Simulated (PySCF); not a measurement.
Some computed properties have been withheld. Give your best values.

Compound: C₅H₁₁FN (charge +1).
Cartesian coordinates in Å at the GFN2-xTB level; atoms count from 1:
```
atom  x, y, z in Å
C1     3.045   -0.020    0.519
C2     1.747   -0.166    0.662
F3     1.079    0.571    1.610
C4     0.806   -1.069   -0.081
C5    -0.381   -0.314   -0.682
N6    -1.299    0.188    0.376
C7    -2.442    0.956   -0.149
H8     3.589   -0.581   -0.217
H9     3.601    0.659    1.140
H10    1.359   -1.554   -0.885
H11    0.446   -1.853    0.593
H12   -0.947   -0.972   -1.345
H13   -0.027    0.543   -1.260
H14   -1.643   -0.611    0.925
H15   -0.749    0.774    1.026
H16   -3.042    0.331   -0.809
H17   -2.083    1.816   -0.710
H18   -3.068    1.308    0.668
```

```csv
property,level,value
point group of the GFN2-xTB geometry,GFN2-xTB,?
"rotational constants A, B, C of the GFN2-xTB geometry",GFN2-xTB,"5.609, 1.422, 1.234 GHz"
HOMO energy,PBE0/def2-SVPD,-11.56 eV
LUMO energy,PBE0/def2-SVPD,-4.33 eV
lowest singlet excitation,TDDFT PBE0/def2-SVPD,?
strongest line among the 6 lowest singlet transitions,TDDFT PBE0/def2-SVPD,"S5 at 7.97 eV (156 nm, f = 0.161)"
lowest triplet excitation (Tamm–Dancoff),TDA PBE0/def2-SVPD,?
static isotropic polarisability,PBE0/def2-SVPD,?
electronic spatial extent ⟨r²⟩ about the centre of nuclear charge,PBE0/def2-SVPD,?
13C chemical shifts (computed TMS as zero) by class,GIAO PBE0/pcSseg-1,"170.7 (C2), 108.3 (C1), 55.7 (C5), 36.8 (C7), 34.1 (C4) ppm"
1H chemical shifts (computed TMS as zero) by class,GIAO PBE0/pcSseg-1,?
"isotropic shieldings of nuclei other than C and H, by class",GIAO PBE0/pcSseg-1,?
```

The electronic properties come from PySCF, for the isolated species, density fitting. NMR classes are plain means over equivalent atoms (diastereotopic ones count apart unless rotation or inversion swaps them), as if these changed places fast; in this geometry the members of some classes differ.

**Question.** What is the lowest triplet excitation (Tamm–Dancoff)?

**Answer.** 4.48 eV.

**Question.** Give the isotropic shieldings of nuclei other than C and H, by class.

**Answer.** 199 (N6), 283 (F3) ppm.

**Question.** Give the electronic spatial extent ⟨r²⟩ about the centre of nuclear charge.

**Answer.** 973 bohr².

**Question.** The static isotropic polarisability?

**Answer.** 65.9 au.

**Question.** The lowest singlet excitation?

**Answer.** 6.38 eV (194 nm, f = 0.040).

**Question.** The point group of the GFN2-xTB geometry?

**Answer.** C1.

**Question.** The 1H chemical shifts (computed TMS as zero) by class?

**Answer.** 5.86 (H9), 5.51 (H14/H15), 5.50 (H8), 3.51 (H12/H13), 3.30 (H16/H17/H18), 2.91 (H10/H11) ppm.

The polarisability is 9.76 Å³ as a volume (1 au = 0.148185 Å³), or 1.18 au for each of the 56 electrons. No computed singlet falls in the visible range (750 to 380 nm, 1.65 to 3.26 eV); S1 lies 3.12 eV above its blue end. The largest Löwdin shares of the HOMO are 0.38 on C1, 0.34 on C2, 0.12 on F3 and 0.05 on C4. The rotational constants make it an asymmetric top with κ = (2B − A − C)/(A − C) = -0.91, nearer the prolate limit (−1).

For the TDDFT job (PBE0/def2-SVPD), time: 56 s wall (with the writing of density and orbital grids); peak memory 0.94 GiB. Hardware: an Intel Xeon at 2.70 GHz with one thread, shared host with 64 logical CPUs at a one-minute load of 67.

One conformer stands for the species.
